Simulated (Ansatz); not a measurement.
`C[O][Sn]([F])([F])[c]1ccccc1` and `Fc1ccccc1` differ in one atom or group.

Ansatz, PBE0-D4/def2-TZVP geometries, multiplicity 1. Each molecule was computed in one conformer, which needn't be the lowest.

Elements past krypton have def2 core potentials.

| property | `C[O][Sn]([F])([F])[c]1ccccc1` |
| --- | --- |
| size of the dipole moment (B3LYP/def2-TZVPP) / D | 3.92 |
| size of the dipole moment (PBE/def2-TZVPP) / D | 3.82 |
| LUMO energy (B3LYP/def2-TZVPP) / eV | -1.60 |
| HOMO–LUMO gap (B3LYP/def2-TZVPP) / eV | 6.23 |
| LUMO energy (ωB97M-V/def2-TZVPP) / eV | 0.62 |
| HOMO energy (B3LYP/def2-TZVPP) / eV | -7.83 |

Problem. What does the change do to each property? (Best estimate.)

Solution. The calculation gave: 
```csv
property,`Fc1ccccc1`,shift
size of the dipole moment (B3LYP/def2-TZVPP) / D,1.46,-2.46
size of the dipole moment (PBE/def2-TZVPP) / D,1.29,-2.53
LUMO energy (B3LYP/def2-TZVPP) / eV,-0.70,0.90
HOMO–LUMO gap (B3LYP/def2-TZVPP) / eV,6.29,0.06
LUMO energy (ωB97M-V/def2-TZVPP) / eV,1.52,0.90
HOMO energy (B3LYP/def2-TZVPP) / eV,-7.00,0.83
```

Dipoles are sizes alone; their direction can turn.

B3LYP here is the variant with VWN-RPA as its local correlation; programs differ in this.
